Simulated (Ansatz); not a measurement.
Consider the formal exchange of groups at the Si–Ge bond: `N[SiH2][GeH2][Cl]` + `[SiH3]Cl` → `N[SiH2][SiH2]Cl` + `[Cl][GeH3]`.

Computed with Ansatz on PBE0-D4/def2-TZVP structures; ΔE is electronic, products minus reactants. CBS: MP2 limit from def2 TZ/QZ plus the TZ coupled-cluster correction, frozen cores. This one scheme is used for every species. Functionals use def2-TZVPP. For Ge outer-core shells are correlated without core-valence functions, which leaves a few kJ/mol of doubt a bond. Scalar relativity is left out up to krypton. Each species was taken in one conformer, which may not be the lowest.

Task: Is it downhill or uphill in electronic energy at CCSD(T)/CBS, and by how much? (Best estimate.)

Result: Computed: Uphill: ΔE = +5.1 kcal/mol.

Task: What do these levels give: LDA (SPW92), B97M-V, PBE, CAM-B3LYP, HF/def2-SVP, MP2/def2-TZVPP? (An estimate is asked.)

Result: Ansatz gave: LDA (SPW92) 4.0, B97M-V 3.2, PBE 4.5, CAM-B3LYP 4.8, HF/def2-SVP 3.8, MP2/def2-TZVPP 5.6 kcal/mol.

Largest T1 diagnostic among the species: 0.011.

At CCSD(T), def2-SVP lies −1.5 kcal/mol from the extrapolated value and def2-TZVPP −0.2 kcal/mol. Leaving LDA and LC-ωPBE aside and taking each functional with its dispersion term where it has one, the values, not all of them listed here, spread over 2.2 kcal/mol, from B97M-V to BLYP-D4.
